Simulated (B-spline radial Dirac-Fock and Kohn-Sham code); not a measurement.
# Dipole and non-dipole photoemission parameters of Pb 5p1/2

System: atomic lead in the configuration [Xe] 4f14 5d10 6s2 6p2; threshold 106.4 eV (tabulated edge). Model: Dirac-Hartree-Slater photoionisation with a Latter tail; cross sections with all multipoles, angular parameters from the dipole term and its interference with E2. Program: a radial finite-basis atomic code.

Input file task.json (cfg lists n, l and occupation; rrms is the nuclear radius in fm):

```json
{"items": [{
  "Z": 82,
  "q": 0,
  "cfg": [[1, 0, 2], [2, 0, 2], [2, 1, 6], [3, 0, 2], [3, 1, 6], [3, 2, 10], [4, 0, 2], [4, 1, 6], [4, 2, 10], [4, 3, 14], [5, 0, 2], [5, 1, 6], [5, 2, 10], [6, 0, 2], [6, 1, 2]],
  "A": 208,
  "rrms": 5.5012,
  "do": "xps",
  "hv": [51.5, 60, 70.6, 80, 100, 108.0, 127.0, 141.0, 211.0, 256.0, 269.0, 399.0, 459.0, 481.0, 482.0, 600, 800, 876.0, 1430.0, 3130.0, 5350.0, 5360.0, 5790.0, 7730.0, 9251.7, 10500.0, 12000, 13700.0, 15000],
  "edges": {"K": 88005.0, "L1": 15861.0, "L2": 15200.0, "L3": 13035.0, "M1": 3851.0, "M2": 3554.0, "M3": 3066.0, "M4": 2586.0, "M5": 2484.0, "N1": 891.8, "N2": 761.9, "N3": 643.5, "N4": 434.3, "N5": 412.2, "N6": 141.7, "N7": 136.9, "O1": 147.0, "O2": 106.4, "O3": 83.3}
}]}
```

Launch: `python xray2_run.py task.json out`

For linearly polarised light dσ/dΩ = σ/(4π) [1 + β P₂(cos θ) + (δ + γ cos²θ) sin θ cos φ], with θ from the polarisation vector and φ the angle between the beam and the projection of the electron momentum on the plane normal to the polarisation.

```
hν (eV)  σ (kb)      β       γ       δ
    127     443  1.930  -0.150  -0.004
    141     303  1.713   0.271  -0.031
    211    82.2  0.511   0.424  -0.019
    256    51.0  0.069   0.147   0.016
    269    46.2  0.007   0.085   0.024
    399    27.0  0.221  -0.013   0.054
    459    23.7  0.445   0.083   0.050
    481    22.7  0.521   0.119   0.048
    482    22.7  0.525   0.121   0.048
    600    18.8  0.858   0.289   0.035
    800    14.4  1.193   0.434   0.018
    876    13.1  1.275   0.455   0.013
   1430    7.51  1.567   0.380  -0.001
   3130    2.45  1.717   0.030  -0.006
   5350   0.971  1.704   0.029  -0.007
   5360   0.968  1.703   0.030  -0.007
   5790       ?      ?       ?       ?
   7730   0.478  1.660   0.238  -0.005
 9251.7   0.330  1.632   0.403  -0.002
  10500   0.253  1.608   0.543   0.001
  12000   0.189  1.581   0.708   0.006
  13700   0.141  1.553   0.888   0.013
  15000   0.114  1.532   1.019   0.018
```

Q: Give the values at 5790 eV.

A: σ = 0.838 kb, β = 1.696, γ = 0.059, δ = -0.007.

Values without a named source are computed, but for edge energies of neutral atoms, which are taken from tables.
